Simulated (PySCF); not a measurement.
A structure optimised at PBE0-D3(BJ)/def2-SVP, used in a PySCF frequency run:

```xyz
8

O     -0.9603    -1.4620     0.0000
C      0.1590    -0.7506     0.0000
O      1.2676    -1.2020     0.0000
C     -0.1590     0.7506     0.0000
O      0.9603     1.4620     0.0000
O     -1.2676     1.2020     0.0000
H     -0.6986    -2.3959     0.0000
H      0.6986     2.3959     0.0000
```

Question: Write its SMILES, formula and point group.

Answer: O=C(O)C(=O)O, C2H2O4, C2h

Question: What are its rotational constants (standard atomic weights)?

Answer: 6.1387, 3.6119, 2.2740 GHz
